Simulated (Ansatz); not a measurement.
Task: Name a neutral molecule of C, O, Ti and H with HOMO energy (ωB97M-V/def2-TZVPP) between -9.60 and -9.30 eV and LUMO energy (B3LYP/def2-TZVPP) between -2.10 and -1.80 eV (Ansatz, PBE0-D4/def2-TZVP geometry).

Result: `CC1=CC(C)=[O+][Ti-]([OH])([OH])([OH])[O]1` (-9.32 eV, -1.97 eV). Other molecules can fit too; these were computed, each in one conformer that needn't be the lowest.

B3LYP here is the variant with VWN-RPA as its local correlation; programs differ in this.
